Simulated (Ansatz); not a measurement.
ClH3Ti (SMILES [Cl][TiH3]) moved off its minimum; all values from Ansatz (a quantum-chemistry and plane-wave program), cores frozen in correlated methods.
(charge 0, multiplicity 1)
```xyz
5

Ti     0.5592    -0.2625     0.4404
Cl    -1.1044     0.3349    -0.7526
H      2.1436     0.2180    -0.0694
H      0.2778     0.5348     1.9579
H      0.6248    -1.8949     0.7372
```

**Question.** Give the forces (eV/Å), the total energy and the dipole at CCSD(T)/def2-TZVPPD.

**Answer.** 
```tsv
atom	Fx	Fy	Fz
Ti1	1.025	0.560	1.038
Cl2	-0.843	0.265	-0.767
H3	-0.200	0.009	-0.082
H4	0.088	-0.191	-0.252
H5	-0.070	-0.643	0.063
```
Energy -1310.0514 hartree, dipole 0.30 D.
